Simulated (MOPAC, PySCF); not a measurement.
C$_{2}$H$_{2}$O$_{2}$, SMILES `O=C1CO1`, neutral singlet in the gas phase. 

Cartesian coordinates (Å):
SMILES: O=C1CO1
```xyz
6

O      1.9429     0.1933     0.3010
C      0.8208    -0.0282    -0.0041
C     -0.6146     0.1092     0.1082
O      0.1487    -0.7522    -0.8932
H     -1.1703    -0.4689     0.8366
H     -1.1276     0.9469    -0.3486
```
Charge 0, spin multiplicity 1.

All levels are single points at this geometry (B3LYP-D3(BJ)/def2-TZVP); Pople sets use spherical d functions. Orbital energies aren't observables, and empty levels follow the basis.

PBE/6-31G* in PySCF gives dipole (D) = 2.91.

**Question.** Estimate the dipole (D) from each of these levels: B3LYP-D3(BJ)/def2-TZVP in PySCF; B3LYP/6-31G* in PySCF; BP86/6-31G* in PySCF; M06-2X/6-31G* in PySCF; SVWN5/6-31G* in PySCF; HF/3-21G in PySCF; HF/6-31G* in PySCF; HF/STO-3G in PySCF; AM1 in MOPAC; PM3 in MOPAC; PM6 in MOPAC; PM7 in MOPAC.

**Answer.** 
```csv
level,dipole (D)
B3LYP-D3(BJ)/def2-TZVP in PySCF,3.31
B3LYP/6-31G* in PySCF,3.12
BP86/6-31G* in PySCF,2.95
M06-2X/6-31G* in PySCF,3.21
SVWN5/6-31G* in PySCF,2.99
HF/3-21G in PySCF,3.72
HF/6-31G* in PySCF,3.79
HF/STO-3G in PySCF,2.06
AM1 in MOPAC,2.77
PM3 in MOPAC,2.63
PM6 in MOPAC,2.93
PM7 in MOPAC,2.77
```
